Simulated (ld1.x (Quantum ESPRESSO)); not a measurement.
oxygen (O): ultrasoft pseudisation with PBEsol, scalar-relativistic reference atom.

| Property | Result |
| --- | --- |
| Element | oxygen (O) |
| Generator | ld1.x (Quantum ESPRESSO) 7.5 |
| Type | ultrasoft |
| Functional | PBEsol |
| Relativity | scalar-relativistic |
| Frozen core | [He] |
| Valence charge | 6 |
| Reference configuration | 2s2 2p4 |
| Partial waves | 2s (bound): rcut 0.96, rcutus 1.14 bohr; 2s channel at -0.45 Ry: rcut 0.96, rcutus 1.14 bohr; 2p (bound): rcut 1.44, rcutus 1.68 bohr; 2p channel at 0.8 Ry: rcut 1.44, rcutus 1.68 bohr |
| Local potential | all-electron potential smoothed inside 0.96 bohr (lloc = -2) |
| Core correction | none |
| Augmentation charge | built from norm-conserving waves at rcut, not smoothed further |

Poles of the logarithmic derivatives, all-electron (AE) and pseudo (PS). s: poles at -1.0 (AE) and -1.0 (PS) Ry. p: poles at 0.1 (AE) and -0.1, 0.6 (PS) Ry. Test radius 1.85 bohr.

- Configuration tests: test run stopped at test 4 of 7 (negative rho)
- Lowest eigenvalue of the overlap operator: 0.59 (s channel)

A Bessel basis up to 400 Ry misses an occupied level by 0.18 Ry, so cutoffs and ghosts were not judged.
